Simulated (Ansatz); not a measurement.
All numbers were calculated with Ansatz.

Basis-set series for `FC([SiH3])[TeH]`. Charge 0, multiplicity 1. Te: def2 effective core potential. All single points use the PBE0-D4/def2-TZVP geometry.

```csv
functional,basis,functions,energy (Eh),HOMO (eV),LUMO (eV)
PBE0-D4,def2-TZVPP,224,-698.25953,-6.63,-1.04
PBE0-D4,def2-QZVPP,416,-698.27902,-6.66,-1.10
ωB97M-V,def2-TZVPP,224,-698.40684,-8.75,0.77
ωB97M-V,def2-QZVPP,416,-698.42547,-8.78,0.64
```

Task: Give the rows for def2-SVP. (Best estimate.)

Result: The calculation gave: 
| functional | basis | functions | energy (Eh) | HOMO (eV) | LUMO (eV) |
| --- | --- | --- | --- | --- | --- |
| PBE0-D4 | def2-SVP | 97 | -697.97463 | -6.52 | -0.86 |
| ωB97M-V | def2-SVP | 97 | -698.11489 | -8.61 | 1.08 |

Positive LUMOs are unbound and depend on the basis.
